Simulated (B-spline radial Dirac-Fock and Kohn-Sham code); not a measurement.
Level of theory: the Dirac equation of a negative muon with reduced mass in the field of a spherical finite nucleus, with the Uehling potential to all orders; nuclear polarisation, deformation, hyperfine structure, self-energy, higher-order vacuum polarisation, relativistic recoil and electron screening are left out; an atomic code on a B-spline grid. The nuclear charge is a Fermi distribution (skin thickness 2.3 fm).

Q: A muonic atom of atomic mass 168.93 u emits these computed lines: 2p3/2 → 1s1/2 5027 keV, 3d5/2 → 2p3/2 1826 keV, 4f7/2 → 3d5/2 661.6 keV, 5g9/2 → 4f7/2 304.5 keV. Which element is it, and what rms charge radius was used?

A: Thulium (Z = 69, nuclide ¹⁶⁹Tm); the high transitions hardly feel the nucleus and fix Z. The 2p → 1s line lies 5934 keV below the value for a point nucleus without QED, which for this nuclear model gives a radius near 5.23 fm (5.2256 fm was used).
